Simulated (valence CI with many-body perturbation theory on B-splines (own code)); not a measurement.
E1 transitions of Co⁴⁺

Level of theory: configuration interaction combined with many-body perturbation theory (CI+MBPT): five valence electrons over a frozen Dirac-Fock core [Ar], a basis of 7 s, 7 p, 8 d, 6 f, 4 g, 1 h functions for each j, with the one-electron correlation potential Σ1 (screened to all orders), the two-electron term Σ2, the three-electron term Σ3, Breit, model QED; selected single and double excitations, second order for the rest, scaled by the run's own slope (own B-spline code, finite nucleus).

Against 45 measured levels this calculation errs by 4798 cm⁻¹ on average and by 8444 at most. These come from a selection out of Sugar and Corliss, J. Phys. Chem. Ref. Data 10, 1097 (1981). Levels without a partner in it may be off by more, other configurations by 1,000 to 8,000 cm⁻¹. Among the levels kept, up to 2100 cm⁻¹ of a level comes from second order outside the variational space, and about a tenth of that is noise between levels of different J, which matters for small intervals. 1 measured level below the end of the list, from 60532 cm⁻¹ on, found no clear computed partner, and computed levels of the same name lie up to 9163 cm⁻¹ from them.

Lines 1 to 50 of 581 in falling wavelength, among levels below 327660 cm⁻¹, chosen from the strongest by gf and those to the six lowest levels. Wavelengths and rates use the calculated energies, so an error of 5000 cm⁻¹ moves a line at 1729 Å by 8.6 % and its rate by three times that or more. Electric multipoles are in the length gauge, E1 and E2 with the static RPA response of the core. Weak lines are less certain than strong ones. Lines between different terms over intervals too small for the method are left out, as are lines whose strength nearly cancels. Where a level lies close to another of its J and parity, the split of strength between their lines is uncertain. The highest levels of a list are the least certain.

Names give the largest LS component (configuration and term), which can be under half, so a name can repeat, a term be missing and a line seem to break the LS rules; names also repeat where a configuration has a term twice. Letters in brackets count levels of one name in rising energy.

```csv
λ vac (Å),Upper,Lower,A (s⁻¹),S (a.u.)
1729,3d⁴4p ²D°_5/2 [a],3d⁴4s ²D_5/2 [a],5.44e+07,8.31e-01
1716,3d⁴4p ²F°_5/2 [a],3d⁴4s ²D_3/2 [a],5.57e+07,8.33e-01
1703,3d⁴4p ²F°_7/2 [a],3d⁴4s ²D_5/2 [a],4.23e+07,8.24e-01
1672,3d⁴4p ²F°_7/2 [b],3d⁴4s ²D_5/2 [a],6.34e+07,1.17e+00
1601,3d⁴4p ²H°_9/2 [a],3d⁴4s ²G_7/2 [b],5.14e+07,1.04e+00
1576,3d⁴4p ²H°_11/2 [a],3d⁴4s ²G_9/2 [b],6.04e+07,1.40e+00
1573,3d⁴4p ⁴H°_13/2 [a],3d⁴4s ²H_11/2,5.43e+07,1.46e+00
1572,3d⁴4p ⁴H°_11/2 [a],3d⁴4s ²H_9/2 [b],5.58e+07,1.28e+00
1571,3d⁴4p ⁴H°_9/2 [a],3d⁴4s ⁴G_7/2,7.55e+07,1.45e+00
1570,3d⁴4p ⁴G°_7/2 [a],3d⁴4s ²F_5/2 [a],6.36e+07,9.72e-01
1569,3d⁴4p ⁴H°_7/2 [a],3d⁴4s ⁴G_5/2,8.72e+07,1.33e+00
1562,3d⁴4p ⁴G°_9/2 [a],3d⁴4s ²F_7/2 [a],7.73e+07,1.45e+00
1557,3d⁴4p ⁴P°_1/2 [a],3d⁴4s ⁴D_3/2 [a],2.41e+08,9.00e-01
1551,3d⁴4p ⁴H°_13/2 [a],3d⁴4s ⁴G_11/2,3.70e+07,9.54e-01
1549,3d⁴4p ⁴P°_1/2 [a],3d⁴4s ⁴D_1/2 [a],2.76e+08,1.01e+00
1546,3d⁴4p ⁴P°_3/2 [a],3d⁴4s ⁴D_5/2 [a],2.69e+08,1.96e+00
1534,3d⁴4p ⁴P°_3/2 [a],3d⁴4s ⁴D_3/2 [a],1.73e+08,1.23e+00
1532,3d⁴4p ⁴P°_5/2 [a],3d⁴4s ⁴D_7/2 [a],2.91e+08,3.10e+00
1527,3d⁴4p ²G°_9/2 [a],3d⁴4s ²F_7/2 [a],1.13e+08,2.00e+00
1516,3d⁴4p ⁴P°_5/2 [a],3d⁴4s ⁴D_5/2 [a],1.01e+08,1.04e+00
1510,3d⁴4p ²F°_7/2 [a],3d⁴4s ²G_9/2 [a],1.08e+08,1.47e+00
1510,3d⁴4p ⁴F°_9/2 [c],3d⁴4s ⁴D_7/2 [b],4.97e+07,8.44e-01
1509,3d⁴4p ⁴G°_9/2 [a],3d⁴4s ²H_11/2,1.06e+08,1.80e+00
1504,3d⁴4p ²H°_9/2 [a],3d⁴4s ²G_7/2 [a],1.06e+08,1.77e+00
1503,3d⁴4p ²F°_5/2 [a],3d⁴4s ²G_7/2 [a],1.99e+08,2.00e+00
1503,3d⁴4p ²G°_7/2 [a],3d⁴4s ²G_7/2 [b],5.97e+07,8.01e-01
1501,3d⁴4p ⁶D°_5/2,3d⁴4s ⁴D_7/2 [a],2.57e+08,2.58e+00
1499,3d⁴4p ⁴G°_7/2 [a],3d⁴4s ²H_9/2 [b],1.16e+08,1.55e+00
1499,3d⁴4p ⁴F°_3/2 [b],3d⁴4s ²F_5/2 [a],1.95e+08,1.30e+00
1496,3d⁴4p ²H°_11/2 [a],3d⁴4s ²G_9/2 [a],6.53e+07,1.29e+00
1494,3d⁴4p ²G°_9/2 [b],3d⁴4s ²G_9/2 [b],5.41e+07,8.89e-01
1493,3d⁴4p ⁶D°_3/2,3d⁴4s ⁴D_5/2 [a],1.40e+08,9.23e-01
1492,3d⁴4p ⁶D°_9/2,3d⁴4s ⁴D_7/2 [a],6.73e+07,1.10e+00
1489,3d⁴4p ⁴G°_7/2 [a],3d⁴4s ⁴G_7/2,7.29e+07,9.49e-01
1487,3d⁴4p ⁴D°_5/2 [c],3d⁴4s ²G_7/2 [a],1.78e+08,1.74e+00
1487,3d⁴4p ⁴G°_9/2 [a],3d⁴4s ²H_9/2 [a],7.18e+07,1.16e+00
1487,3d⁴4p ²H°_11/2 [b],3d⁴4s ²I_13/2,7.09e+07,1.38e+00
1486,3d⁴4p ²F°_7/2 [b],3d⁴4s ²G_9/2 [a],1.44e+08,1.87e+00
1484,3d⁴4p ²H°_9/2 [b],3d⁴4s ²I_11/2,7.24e+07,1.17e+00
1481,3d⁴4p ⁴F°_5/2 [b],3d⁴4s ²F_7/2 [a],1.19e+08,1.14e+00
1481,3d⁴4p ⁴G°_5/2 [a],3d⁴4s ⁴G_5/2,1.13e+08,1.09e+00
1477,3d⁴4p ²G°_9/2 [a],3d⁴4s ²H_11/2,1.15e+08,1.82e+00
1471,3d⁴4p ⁴D°_7/2 [b],3d⁴4s ²H_9/2 [a],8.21e+07,1.03e+00
1470,3d⁴4p ⁴G°_11/2 [a],3d⁴4s ⁴G_11/2,2.12e+08,3.99e+00
1469,3d⁴4p ⁴I°_13/2,3d⁴4s ⁴G_11/2,3.53e+07,7.73e-01
1462,3d⁴4p ²G°_9/2 [a],3d⁴4s ²H_9/2 [b],7.48e+07,1.15e+00
1462,3d⁴4p ⁴D°_7/2 [c],3d⁴4s ²H_9/2 [a],1.79e+08,2.20e+00
1460,3d⁴4p ²D°_3/2 [a],3d⁴4s ²F_5/2 [a],1.73e+08,1.06e+00
1460,3d⁴4p ²P°_3/2 [c],3d⁴4s ²D_5/2 [b],1.73e+08,1.06e+00
1457,3d⁴4p ²G°_9/2 [a],3d⁴4s ⁴G_11/2,1.96e+08,2.99e+00
```
